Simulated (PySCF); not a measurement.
B(Me)(OMe)(SiH3) (C2H9BOSi), SMILES COB(C)[SiH3].

Geometry optimised at B3LYP-D3(BJ)/def2-SVP. The structure was generated by enumeration, and PubChem lists no compound with its InChIKey, so it may never have been made. Other conformers were not sampled.

Calculation: PBE/def2-TZVP in PySCF.

Gas-phase values at a fixed geometry.

```
Item                                                                                                           Result
---------------------------------------------------------------------------------------------  ----------------------
total energy                                                                                       -470.90350 hartree
highest occupied level                                                                                       -6.22 eV
lowest empty level                                                                                           -1.59 eV
orbital gap                                                                                                   4.63 eV
dipole moment                                                                                                  1.27 D
quadrupole, principal values (traceless, Buckingham form, about the centre of nuclear charge)   -6.68, 0.95, 5.73 D·Å
mean static polarisability                                                                      76.4 bohr³ (11.32 Å³)
polarisability, principal values                                                               61.6, 82.4, 85.2 bohr³
```
